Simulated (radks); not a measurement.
Question: Ionisation of the terbium ion Tb+, [Xe] 4f9 6s1, to [Xe] 4f9 as the strength of local exchange is varied. All-electron calculation, Dirac Kohn-Sham, Slater X-alpha exchange (alpha = 2/3 is LDA exchange), no correlation, spin-unpolarised, spherical densities, finite nucleus; open shells fill j = l - 1/2 first; Fermi nuclear charge, rms radius 5.06 fm. Program: a radial shooting solver on a logarithmic mesh with Libxc functionals.

| alpha | E(Tb+) (hartree) | exchange (hartree) | IE (eV) | -e of the level emptied (eV) | <r> of it (bohr) |
|---|---|---|---|---|---|
| 0.584 | -11673.5130 | -212.0348 | 10.460 | 7.716 (6s1/2) | 3.867 |
| 0.667 | -11703.6904 | -242.8498 | 10.851 | 8.113 (6s1/2) | 3.798 |
| 0.748 | -11733.2220 | -273.0808 | 11.248 | 8.518 (6s1/2) | 3.732 |
| 0.807 | -11754.7830 | -295.1991 | 11.545 | 8.823 (6s1/2) | 3.685 |
| 1.008 | -11828.5525 | -371.1692 | 12.601 | 9.917 (6s1/2) | 3.530 |
| x | -11722.2751 | -261.8660 | 11.099 | 8.366 (6s1/2) | 3.757 |

Which alpha was used in the last row?

Answer: alpha = 0.718. NIST Atomic Spectra Database: 11.51 eV (semi-empirical). The Delta-SCF value meets it near alpha = 0.80. Spin polarisation and multiplet splitting are left out, so open shells lie too high by an amount that depends on their filling.

Beside tabulated values, note that spin-unpolarised runs miss the spin-polarisation part of the exchange energy of open shells.
